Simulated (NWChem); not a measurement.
TiHSOCl; SMILES [OH][Ti](=[S])[Cl]

```xyz
5

Ti     0.2840     0.1088    -0.2215
S     -1.0637     1.6206     0.0761
Cl    -0.3800    -1.9816     0.0984
O      1.9613     0.5815     0.0766
H      2.3634     1.4150     0.3459
```
Atoms are numbered in this order, from 1.

Level: PBE0/def2-SVP (NWChem), optimised geometry, unscaled harmonic frequencies. 

```json
[
 {"frequency (cm⁻¹)": "63", "IR intensity (km/mol)": "21.8"},
 {"frequency (cm⁻¹)": "135", "IR intensity (km/mol)": "1.6"},
 {"frequency (cm⁻¹)": "188", "IR intensity (km/mol)": "6.9"},
 {"frequency (cm⁻¹)": "423", "IR intensity (km/mol)": "65.5"},
 {"frequency (cm⁻¹)": "489", "IR intensity (km/mol)": "124.3"},
 {"frequency (cm⁻¹)": "521", "IR intensity (km/mol)": "150.8"},
 {"frequency (cm⁻¹)": "652", "IR intensity (km/mol)": "144.6"},
 {"frequency (cm⁻¹)": "821", "IR intensity (km/mol)": "193.1"},
 {"frequency (cm⁻¹)": "3912", "IR intensity (km/mol)": "264.3"}
]
```

The zero-point energy is 10.3 kcal/mol and the thermal correction to the enthalpy at 298.15 K (with zero-point energy) is 14.5 kcal/mol. The heat capacity Cv comes out as 17.1 cal/(mol K), the entropy at 298.15 K and 1 atm (symmetry number 1) comes out as 80.2 cal/(mol K) and the dipole moment is 3.25 D.

Rigid rotor and harmonic oscillator; modes under 100 cm⁻¹ make the entropy uncertain.
